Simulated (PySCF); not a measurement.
oxetane-3-carbaldehyde (C4H6O2), SMILES O=CC1COC1.

The structure is a stationary point at ωB97X-D3(BJ)/def2-SVP. The values are those of a single conformer.

Method: TDDFT-B3LYP/def2-SVPD run with PySCF.

Vertical excitations. Gas-phase values at a fixed geometry. State labels are in the subgroup Cs.

| state | symmetry | energy (eV) | λ (nm) | f | main pairs |
|---|---|---|---|---|---|
| S1 | A" | 4.18 | 297 | 0.000 | HOMO→LUMO 73 %, HOMO−1→LUMO 26 % |
| S2 | A" | 5.21 | 238 | 0.000 | HOMO−1→LUMO 73 %, HOMO→LUMO 26 % |
| S3 | A' | 6.76 | 183 | 0.006 | HOMO→LUMO+1 56 %, HOMO→LUMO+2 23 %, HOMO−1→LUMO+1 14 % |
| S4 | A" | 6.83 | 181 | 0.003 | HOMO−2→LUMO 99 % |
| S5 | A' | 6.97 | 178 | 0.012 | HOMO→LUMO+2 69 %, HOMO→LUMO+1 27 % |
| S6 | A' | 7.20 | 172 | 0.010 | HOMO→LUMO+3 60 %, HOMO−3→LUMO 17 %, HOMO−1→LUMO+1 10 % |
| S7 | A' | 7.23 | 171 | 0.004 | HOMO−1→LUMO+1 45 %, HOMO−1→LUMO+2 22 %, HOMO→LUMO+1 10 %, HOMO→LUMO+3 10 % |
| S8 | A' | 7.34 | 169 | 0.046 | HOMO−1→LUMO+2 46 %, HOMO→LUMO+3 27 %, HOMO−3→LUMO 15 % |
| S9 | A' | 7.43 | 167 | 0.091 | HOMO−3→LUMO 43 %, HOMO−1→LUMO+1 27 %, HOMO−1→LUMO+2 16 % |
| S10 | A" | 7.55 | 164 | 0.001 | HOMO→LUMO+4 96 % |
| T1 | A" | 3.59 | 345 | 0 | HOMO→LUMO 67 %, HOMO−1→LUMO 30 % |
| T2 | A" | 5.15 | 241 | 0 | HOMO−1→LUMO 68 %, HOMO→LUMO 31 % |
| T3 | A' | 5.83 | 213 | 0 | HOMO−3→LUMO 61 %, HOMO−4→LUMO 30 % |
| T4 | A' | 6.47 | 192 | 0 | HOMO→LUMO+2 38 %, HOMO→LUMO+1 28 %, HOMO−1→LUMO+2 17 %, HOMO−1→LUMO+1 12 % |
Triplets are in the Tamm–Dancoff approximation, which puts them higher than full response would, so one can lie above its singlet here.
